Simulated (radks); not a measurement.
Values are calculated unless marked as measured or tabulated.
Question: Radial electron density D(r) = 4 pi r^2 rho(r) of an atom or ion with 11 electrons. Level of theory: scalar-relativistic Kohn-Sham, LB94 model potential, spin-polarised, spherical densities, finite nucleus; Fermi nuclear charge, rms radius of each element as measured or else 0.836 A^(1/3) + 0.57 fm (a radial shooting solver on a logarithmic mesh with Libxc functionals).

| r (bohr) | D(r) (e/bohr) | spin D(r) |
|---|---|---|
| 0.004343 | 0.3059 | 0.00113 |
| 0.004897 | 0.3829 | 0.00141 |
| 0.005521 | 0.4784 | 0.00176 |
| 0.006225 | 0.5965 | 0.00220 |
| 0.007019 | 0.7421 | 0.00273 |
| 0.007851 | 0.9076 | 0.00334 |
| 0.008852 | 1.123 | 0.00413 |
| 0.009981 | 1.385 | 0.00508 |
| 0.01125 | 1.702 | 0.00624 |
| 0.01269 | 2.082 | 0.00762 |
| 0.01431 | 2.535 | 0.00927 |
| 0.01613 | 3.071 | 0.0112 |
| 0.01819 | 3.697 | 0.0134 |
| 0.0205 | 4.421 | 0.0160 |
| 0.02312 | 5.248 | 0.0189 |
| 0.02586 | 6.111 | 0.0219 |
| 0.02916 | 7.127 | 0.0253 |
| 0.03287 | 8.225 | 0.0290 |
| 0.03706 | 9.377 | 0.0326 |
| 0.04179 | 10.55 | 0.0360 |
| 0.04712 | 11.69 | 0.0390 |
| 0.05312 | 12.74 | 0.0412 |
| 0.0599 | 13.62 | 0.0423 |
| 0.06753 | 14.27 | 0.0419 |
| 0.07614 | 14.62 | 0.0399 |
| 0.08585 | 14.61 | 0.0360 |
| 0.09603 | 14.27 | 0.0310 |
| 0.1083 | 13.56 | 0.0247 |
| 0.1221 | 12.57 | 0.0184 |
| 0.1376 | 11.43 | 0.0138 |
| 0.1552 | 10.31 | 0.0129 |
| 0.175 | 9.370 | 0.0180 |
| 0.1973 | 8.791 | 0.0310 |
| 0.2224 | 8.675 | 0.0528 |
| 0.2508 | 9.041 | 0.0829 |
| 0.2828 | 9.803 | 0.118 |
| 0.3163 | 10.72 | 0.151 |
| 0.3566 | 11.68 | 0.180 |
| 0.4021 | 12.38 | 0.195 |
| 0.4533 | 12.60 | 0.189 |
| 0.5111 | 12.20 | 0.160 |
| 0.5763 | 11.20 | 0.113 |
| 0.6498 | 9.681 | 0.0582 |
| 0.7326 | 7.859 | 0.0126 |
| 0.826 | 5.973 | -0.00468 |
| 0.9314 | 4.251 | 0.0217 |
| 1.05 | 2.857 | 0.0970 |
| 1.175 | 1.913 | 0.204 |
| 1.324 | 1.266 | 0.335 |
| 1.493 | 0.9096 | 0.454 |
| 1.684 | 0.7310 | 0.533 |
| 1.898 | 0.6295 | 0.554 |
| 2.14 | 0.5392 | 0.514 |
| 2.413 | 0.4330 | 0.426 |
| 2.721 | 0.3146 | 0.313 |
| 3.068 | 0.2020 | 0.202 |
| 3.459 | 0.1126 | 0.113 |
| 3.869 | 0.05649 | 0.0565 |
| 4.362 | 0.02274 | 0.0227 |
| 4.918 | 0.007520 | 0.00752 |
| 5.545 | 0.001998 | 0.00200 |
| 6.252 | 0.0004162 | 0.000416 |

What is the nuclear charge?

Answer: Z = 13. The innermost maximum, from 1s, lies near gamma/Z bohr with gamma = sqrt(1 - (Z/c)^2) = 0.995, here 0.0766 bohr (found: 0.0805), and its height grows with Z. The density is that of the aluminium ion Al2+ in [Ne] 3s1; the configuration itself is not fixed sharply by these data, and Z only to about a unit. D(r) has 2 maxima, at r = 0.0805, 0.446 bohr, and minima at 0.215 bohr, inside which lie 2.22 electrons.
